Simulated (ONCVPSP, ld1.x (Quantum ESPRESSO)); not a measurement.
Potentials for Ne compared

Generated with ld1.x 7.5 (TM, RRKJ, ultrasoft, PAW), atompaw 4.2 or ONCVPSP 4.0.1. The cutoff is in Ry: for ld1.x and atompaw files where the sum of valence levels is converged to 10 mRy in a Bessel basis, for ONCV files where the hardest occupied wave has 1 mHa per electron of residual kinetic energy. The error is the largest all-electron minus pseudo excitation energy over each file’s own four to seven test configurations (ionisations up to +4, promotions, holes and added fractions of an electron), all of which were solved. The labels leave out finer settings (local radius, basis sizes, second energies), which also bear on the numbers. Spin-polarised tests are not counted. The rows are a selection from randomly drawn settings: files with unsolved tests, undetermined cutoffs or missed reference levels are left out.

```csv
potential,cutoff (Ry),largest error (meV),bound ghosts
"ONCV, PBEsol, scalar-relativistic, rc 0.70/1.10/1.05 (spd), local smoothed, core correction yes, reference 2s2 2p6, qcut 9.4/9.8/8.3, projectors 2/3/1",370,+803,none
"TM semilocal, PBE, scalar-relativistic, rc 0.60/1.35 (sp), local s, core correction no, reference 2s2 2p6",200,+2132,none
"ONCV, LDA (Perdew-Wang 92), scalar-relativistic, rc 0.55/1.25 (sp), local smoothed, core correction yes, reference 2s2 2p5.5, qcut 11.5/13, projectors 2/2",143,+137,none
"ONCV, LDA (Perdew-Zunger), scalar-relativistic, rc 0.75/1.45 (sp), local smoothed, core correction yes, reference 2s2 2p6, qcut 10.6/7.9, projectors 1/2",103,+2721,none
"ONCV, PW91, non-relativistic, rc 0.70/0.85 (sp), local smoothed, core correction yes, reference 2s2 2p4, qcut 11.1/13.1, projectors 2/2",150,+254,none
"RRKJ, LDA (PZ), non-relativistic, rc 0.60/0.85 (sp), local smoothed, core correction no, reference 2s2 2p6",260,+453,none
```

Problem. Fill in the row for Ne: ONCV, PBE, scalar-relativistic, rc 0.70/0.95 (sp), local smoothed, core correction yes, reference 2s2 2p6, qcut 7.4/12.6, projectors 1/2.

Solution. cutoff 440 Ry, largest error +278 meV, bound ghosts: none.

Problem. Fill in the row for Ne: ONCV, BLYP, scalar-relativistic, rc 0.70/1.20 (sp), local smoothed, core correction yes, reference 2s2 2p5, qcut 7.5/13.1, projectors 1/1.

Solution. cutoff 566 Ry, largest error +346 meV, bound ghosts: none.

Problem. Fill in the row for Ne: ultrasoft, PW91, scalar-relativistic, rc 0.70/1.50/1.30 (spd), local smoothed, core correction yes, reference 2s2 2p6.

Solution. cutoff 35 Ry, largest error -286 meV, bound ghosts: none.
